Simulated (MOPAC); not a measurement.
Job for MOPAC: PM7 on OH (SMILES [OH+]), 2S+1 = 3, a spin state set in the input, which need not be the lowest. Charge +1.

```
PM7 1SCF PRECISE CHARGE=1 UHF MS=1 THREADS=1
HO

O     -0.00000000 1    -0.00000000 1    -0.11562548 1
H      0.00000000 1     0.00000000 1     0.92500384 1
```

Output:

```
*******************************************************************************
 **                                                                           **
 **                              MOPAC v23.2.5                                **
 **                                                                           **
 *******************************************************************************
 ** MOPAC's Digital Object Identifier: https://doi.org/10.5281/zenodo.6511958 **
 **                                                                           **
 ** Please cite the open-source release paper for use of this MOPAC version:  **
 ** J. E. Moussa and J. J. P. Stewart (2026)                                  **
 ** MOPAC: An open-source semiempirical molecular orbital program             **
 ** J. Open Source Softw., 11(119), 8025, https://doi.org/10.21105/joss.08025 **
 *******************************************************************************

                              PM7 CALCULATION RESULTS

 *******************************************************************************
 *  PM7        - The PM7 Hamiltonian to be used
 *  UHF        - UNRESTRICTED HARTREE-FOCK CALCULATION
 *
 *
 *
 *                 CHARGE ON SYSTEM = +1
 *
 *
 *
 *  MS=        - IN MECI, MAGNETIC COMPONENT OF SPIN =  1.0
 *  PRECISE    - TIGHTER CRITERIA TO BE USED
 *  1SCF       - DO 1 SCF AND THEN STOP
 *  THREADS=1  - MULTI-THREADING NOT USED
 *  T=         - A TIME OF 172800.0 SECONDS REQUESTED
 *  DUMP=N     - RESTART FILE WRITTEN EVERY 7200.0 SECONDS REQUESTED
 *******************************************************************************
PM7 1SCF PRECISE CHARGE=1 UHF MS=1 THREADS=1
 HO

   ATOM   CHEMICAL          X               Y               Z
  NUMBER   SYMBOL      (ANGSTROMS)     (ANGSTROMS)     (ANGSTROMS)

     1       O         -0.00000000  *  -0.00000000  *  -0.11562548  *
     2       H          0.00000000  *   0.00000000  *   0.92500384  *



          CARTESIAN COORDINATES

    NO.       ATOM           X           Y           Z

     1         O         -0.0000     -0.0000     -0.1156
     2         H          0.0000      0.0000      0.9250

 General Reference for PM7:
 "Optimization of Parameters for Semiempirical Methods VI: More Modifications to the
 NDDO Approximations and Re-optimization of Parameters", J. J. P. Stewart, J. Mol. Mod., 1:32, 19 (2013)
 https://link.springer.com/article/10.1007/s00894-012-1667-x

           Empirical Formula: H O  =     2 atoms



      MOLECULAR POINT GROUP   :   C*v


          UHF CALCULATION, NO. OF ALPHA ELECTRONS =    4
                           NO. OF BETA  ELECTRONS =    2

 -------------------------------------------------------------------------------
 PM7 1SCF PRECISE CHARGE=1 UHF MS=1 THREADS=1
 HO



     1SCF WAS SPECIFIED, SO BFGS WAS NOT USED
     SCF FIELD WAS ACHIEVED


                              PM7 CALCULATION
                                                       MOPAC v23.2.5 Linux




          FINAL HEAT OF FORMATION =        262.61707 KCAL/MOL =    1098.78982 KJ/MOL


          COSMO AREA              =         40.46 SQUARE ANGSTROMS
          COSMO VOLUME            =         23.70 CUBIC ANGSTROMS

          IONIZATION POTENTIAL    =         24.476741 EV
          ALPHA SOMO LUMO (EV)    =        -24.477 -5.985
          BETA  SOMO LUMO (EV)    =        -24.823-10.961
          NO. OF ALPHA ELECTRONS  =          4
          NO. OF BETA  ELECTRONS  =          2
          MOLECULAR WEIGHT        =         17.0073         POINT GROUP:  C*v

          MOLECULAR DIMENSIONS (Angstroms)

            Atom       Atom       Distance
            H     2    O     1     1.04063
            H     2    O     1     0.00000
            O     1    H     2     0.00000


          SCF CALCULATIONS        =          1





   ATOM   CHEMICAL          X               Y               Z
  NUMBER   SYMBOL      (ANGSTROMS)     (ANGSTROMS)     (ANGSTROMS)

     1       O         -0.00000000  *  -0.00000000  *  -0.11562548  *
     2       H          0.00000000  *   0.00000000  *   0.92500384  *

                             CARTESIAN COORDINATES

   1    O       -0.000000000    -0.000000000    -0.115625480
   2    H        0.000000000     0.000000000     0.925003840


           Empirical Formula: H O  =     2 atoms



      MOLECULAR POINT GROUP   :   C*v


          ALPHA EIGENVALUES
 -45.76745 -26.59896 -24.47674 -24.47674  -5.98480


           BETA EIGENVALUES
 -36.00183 -24.82259 -10.96074 -10.96074  -5.19022


              NET ATOMIC CHARGES AND DIPOLE CONTRIBUTIONS

  ATOM NO.   TYPE          CHARGE      No. of ELECS.   s-Pop       p-Pop
    1          O           0.719477        5.2805     1.95801     3.32251
    2          H           0.280523        0.7195     0.71948
 DIPOLE           X         Y         Z       TOTAL
 POINT-CHG.     0.000     0.000     1.106     1.106
 HYBRID         0.000    -0.000     0.174     0.174
 SUM            0.000    -0.000     1.280     1.280


          ATOMIC ORBITAL ELECTRON POPULATIONS

     Atom    s        px        py        pz
    1  O   1.95801   1.00000   1.00000   1.32251
    2  H   0.71948


                    (SZ)    =    1.000000
                    (S**2)  =    2.012627


          ATOMIC ORBITAL SPIN POPULATIONS

    Atom   Total    s     px     py     pz
         Atomic
    1  O  2.1023  0.016  1.000  1.000  0.087
    2  H -0.1023 -0.102

 **********************
 *                    *
 * JOB ENDED NORMALLY *
 *                    *
 **********************




 == MOPAC DONE ==
```

The run finished.

Cost: about 0.020 core-seconds (a rough figure).
